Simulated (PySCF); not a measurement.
**Working out the ionisation energy of Zn**

Zn [Ar] 3d10 4s2 (1S) → Zn⁺ [Ar] 3d10 4s1 (2S). Calculation: PySCF 2.14, in aug-cc-pVTZ-PP with ECP10MDF; scalar relativity through the core potential. Frozen: 3s2 3p6. Energies in hartree (1 hartree = 27.21139 eV):

```csv
part,Zn (lower),Zn⁺ (upper)
UHF,-225.963020,-225.676527
CCSD correlation,-0.494765,-0.443271
(T),-0.019095,-0.014045
```

What does Hartree-Fock give?

(-225.676527) − (-225.963020) = 0.286493 hartree = 7.796 eV.

What do CCSD and CCSD(T) give?

The CCSD correlation energies differ by 0.051494 hartree = 1.401 eV and the triples by 0.005050 hartree = 0.137 eV, so CCSD gives 9.197 eV and CCSD(T) 9.334 eV.

Measured between the centres of the two terms (NIST): 9.394 eV, so CCSD(T) (valence) is off by -0.060 eV.

What remains against the reference includes basis incompleteness, the frozen core and higher excitations.
